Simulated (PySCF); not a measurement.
## Indirect couplings

Bonds (- single, = double, # triple, : aromatic): As1-Ga2 2.660 Å, Ga2-C3 1.972 Å, C3-C4 1.513 Å, C4-C5 1.492 Å, C5-C3 1.512 Å. As1 carries H6, H7, H8; Ga2 carries H9, H10; C3 carries H11; C4 carries H12, H13; C5 carries H14, H15. Formal charges: As1 +1, Ga2 -1. H13, H15 are cis to Ga2 on the ring; H12, H14 are trans to Ga2 on the ring.

Couplings: B3LYP/pcJ-1 (pcSseg-1 on As, pcSseg-1 on Ga) (without the spin–dipole term) in PySCF, geometry PBE0-D3(BJ)/def2-SVP; gas phase, one conformer, non-relativistic. Couplings are averaged over pairs made equivalent by symmetry, fast rotation or ring inversion, so a value needn't be that of the named pair in this geometry, while other rotamers aren't included; one pair stands for each set, and the list holds those of at least 1.5 Hz over up to four bonds.

Isotopes: ¹³C, ¹H.

| pair | bonds | J (Hz) |
| --- | --- | --- |
| C3, C4 | 1 | 10.0 |
| C3, H11 | 1 | ? |
| C4, C5 | 1 | ? |
| C4, H12 | 1 | ? |
| C4, H13 | 1 | 168.8 |
| C3, H9 | 2 | 16.6 |
| C3, H12 | 2 | -2.2 |
| C4, H11 | 2 | ? |
| C4, H14 | 2 | ? |
| C4, H15 | 2 | -1.9 |
| H6, H7 | 2 | -9.2 |
| H9, H10 | 2 | 25.7 |
| H12, H13 | 2 | -3.4 |
| C3, H6 | 3 | ? |
| C4, H9 | 3 | 2.9 |
| H6, H9 | 3 | 3.0 |
| H9, H11 | 3 | 1.9 |
| H11, H12 | 3 | 11.4 |
| H11, H13 | 3 | ? |
| H12, H14 | 3 | 9.6 |
| H12, H15 | 3 | 5.4 |
| H13, H15 | 3 | 9.3 |

Estimate the withheld couplings, with signs.

Results:


- ¹J(C3,H11) = 157.3 Hz (bond length 1.096 Å, sp3 carbon)
- ¹J(C4,C5) = 17.3 Hz (bond length 1.492 Å)
- ¹J(C4,H12) = 167.7 Hz (bond length 1.095 Å, sp3 carbon)
- ²J(C4,H11) = -2.2 Hz (angle at C3 114°)
- ²J(C4,H14) = -1.6 Hz (angle at C5 118°)
- ³J(C3,H6) = 2.6 Hz (mean over equivalent pairs that range from -0.7 to 9.0 Hz in this conformer)
- ³J(H11,H13) = 8.3 Hz (dihedral angle 148°)

Relativistic effects of the heavier atoms present are left out.
